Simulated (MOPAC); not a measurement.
Job for MOPAC: AM1 on FHOTe (SMILES O[Te]F), a point of a torsion scan.

```
AM1 1SCF PRECISE CHARGE=0 THREADS=1
FHOTe

O     -1.03085613 1     0.19580471 1     0.37019549 1
Te     0.60788452 1     1.00798775 1    -0.27077090 1
F      1.75221446 1    -0.13599986 1     0.88160782 1
H     -1.29056794 1    -0.56409014 1    -0.15631069 1
```

Output:

```
*******************************************************************************
 **                                                                           **
 **                              MOPAC v23.2.5                                **
 **                                                                           **
 *******************************************************************************
 ** MOPAC's Digital Object Identifier: https://doi.org/10.5281/zenodo.6511958 **
 **                                                                           **
 ** Please cite the open-source release paper for use of this MOPAC version:  **
 ** J. E. Moussa and J. J. P. Stewart (2026)                                  **
 ** MOPAC: An open-source semiempirical molecular orbital program             **
 ** J. Open Source Softw., 11(119), 8025, https://doi.org/10.21105/joss.08025 **
 *******************************************************************************

                              AM1 CALCULATION RESULTS

 *******************************************************************************
 *  AM1        - The AM1 Hamiltonian to be used
 *
 *
 *
 *                 CHARGE ON SYSTEM = 0
 *
 *
 *
 *  PRECISE    - TIGHTER CRITERIA TO BE USED
 *  1SCF       - DO 1 SCF AND THEN STOP
 *  THREADS=1  - MULTI-THREADING NOT USED
 *  T=         - A TIME OF 172800.0 SECONDS REQUESTED
 *  DUMP=N     - RESTART FILE WRITTEN EVERY 7200.0 SECONDS REQUESTED
 *******************************************************************************
AM1 1SCF PRECISE CHARGE=0 THREADS=1
 FHOTe

   ATOM   CHEMICAL          X               Y               Z
  NUMBER   SYMBOL      (ANGSTROMS)     (ANGSTROMS)     (ANGSTROMS)

     1       O         -1.03085613  *   0.19580471  *   0.37019549  *
     2      Te          0.60788452  *   1.00798775  *  -0.27077090  *
     3       F          1.75221446  *  -0.13599986  *   0.88160782  *
     4       H         -1.29056794  *  -0.56409014  *  -0.15631069  *



          CARTESIAN COORDINATES

    NO.       ATOM           X           Y           Z

     1         O         -1.0309      0.1958      0.3702
     2        Te          0.6079      1.0080     -0.2708
     3         F          1.7522     -0.1360      0.8816
     4         H         -1.2906     -0.5641     -0.1563

  H: (AM1): M.J.S. DEWAR ET AL, J. AM. CHEM. SOC. 107 3902-3909 (1985)
  O: (AM1): M.J.S. DEWAR ET AL, J. AM. CHEM. SOC. 107 3902-3909 (1985)
  F: (AM1): M.J.S. DEWAR AND E. G. ZOEBISCH, THEOCHEM, 180, 1 (1988).
 Te: (AM1): J. J. P. STEWART, J. MOL. MOD., 10, 155-164 (2004)

           Empirical Formula: H O Te F  =     4 atoms



      MOLECULAR POINT GROUP   :   C1


      RHF CALCULATION, NO. OF DOUBLY OCCUPIED LEVELS = 10


 -------------------------------------------------------------------------------
 AM1 1SCF PRECISE CHARGE=0 THREADS=1
 FHOTe



     1SCF WAS SPECIFIED, SO BFGS WAS NOT USED
     SCF FIELD WAS ACHIEVED


                              AM1 CALCULATION
                                                       MOPAC v23.2.5 Linux




          FINAL HEAT OF FORMATION =        -72.26569 KCAL/MOL =    -302.35966 KJ/MOL


          COSMO AREA              =         94.56 SQUARE ANGSTROMS
          COSMO VOLUME            =         80.31 CUBIC ANGSTROMS

          IONIZATION POTENTIAL    =          7.110587 EV
          HOMO LUMO ENERGIES (EV) =         -7.111 -0.395
          NO. OF FILLED LEVELS    =         10
          MOLECULAR WEIGHT        =        163.6057         POINT GROUP:  C1

          MOLECULAR DIMENSIONS (Angstroms)

            Atom       Atom       Distance
            H     4    F     3     3.24331
           Te     2    F     3     1.50949
            O     1    H     4     0.69778


          SCF CALCULATIONS        =          1





   ATOM   CHEMICAL          X               Y               Z
  NUMBER   SYMBOL      (ANGSTROMS)     (ANGSTROMS)     (ANGSTROMS)

     1       O         -1.03085613  *   0.19580471  *   0.37019549  *
     2      Te          0.60788452  *   1.00798775  *  -0.27077090  *
     3       F          1.75221446  *  -0.13599986  *   0.88160782  *
     4       H         -1.29056794  *  -0.56409014  *  -0.15631069  *

                             CARTESIAN COORDINATES

   1    O       -1.030856130     0.195804710     0.370195490
   2   Te        0.607884520     1.007987750    -0.270770900
   3    F        1.752214460    -0.135999860     0.881607820
   4    H       -1.290567940    -0.564090140    -0.156310690


           Empirical Formula: H O Te F  =     4 atoms



      MOLECULAR POINT GROUP   :   C1


                  EIGENVALUES
 -45.60501 -36.07629 -22.10238 -16.94523 -14.11532 -13.62532 -13.60213 -12.50407
 -11.37267  -7.11059  -0.39539   0.07617   5.56086


              NET ATOMIC CHARGES AND DIPOLE CONTRIBUTIONS

  ATOM NO.   TYPE          CHARGE      No. of ELECS.   s-Pop       p-Pop
    1          O          -0.499707        6.4997     1.87951     4.62020
    2         Te           0.677864        5.3221     1.93291     3.38922
    3          F          -0.380048        7.3800     1.94451     5.43554
    4          H           0.201891        0.7981     0.79811
 DIPOLE           X         Y         Z       TOTAL
 POINT-CHG.     0.003     2.513    -3.531     4.334
 HYBRID        -0.389    -1.694     0.708     1.877
 SUM           -0.386     0.819    -2.824     2.965


          ATOMIC ORBITAL ELECTRON POPULATIONS

     Atom    s        px        py        pz
    1  O   1.87951   1.51316   1.49448   1.61256
    2 Te   1.93291   0.63782   1.32793   1.42347
    3  F   1.94451   1.79366   1.81856   1.82332
    4  H   0.79811

 **********************
 *                    *
 * JOB ENDED NORMALLY *
 *                    *
 **********************




 == MOPAC DONE ==
```

The run finished.

Cost: about 0.020 core-seconds (a rough figure).
